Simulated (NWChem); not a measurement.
# BF$_{2}$ (+1) in NWChem

```xyz
3

F      0.0000     0.0000    -1.2292
B      0.0000     0.0000     0.0000
F      0.0000     0.0000     1.2292
```
Charge +1, spin multiplicity 1.

All runs are NWChem calculations. Structure: optimised with B3LYP/def2-SVP, a minimum by its harmonic frequencies.

Symmetry labels belong to the abelian group D2h used in the runs, with the axes of the coordinates shown; states degenerate in a higher group split over its labels.

The spin multiplicity of the parent species was assumed, not shown to be that of its ground state. The structure started from a generated list of species.

List the lowest 5 singlet excitations that TDA-CAM-B3LYP/aug-cc-pVDZ gives, with oscillator strengths.


| state | symmetry | energy (eV) | wavelength (nm) | f |
|---|---|---|---|---|
| 1 | au | 11.84 | 105 | 0.000 |
| 2 | b3g | 11.93 | 104 | 0.000 |
| 3 | b2g | 11.93 | 104 | 0.000 |
| 4 | au | 12.02 | 103 | 0.000 |
| 5 | b1u | 12.02 | 103 | 0.000 |
